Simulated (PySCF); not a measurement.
Vertical excitations of a molecule C4H10O2 from TDA-PBE/def2-SVPD run with PySCF, as energy in eV (oscillator strength): 5.87 (0.016), 6.12 (0.003), 6.17 (0.032), 6.41 (0.024), 6.56 (0.001), 6.85 (0.004). Lowest triplet (TDA): 5.77 eV. The structure is a stationary point at PBE-D3(BJ)/def2-SVP. The values are those of a single conformer.

**Question.** Which molecule gave these data?
A. C[C@H](O)CCO
B. COCCCO
C. COC[C@H](C)O
D. COCCOC

**Answer.** D, COCCOC
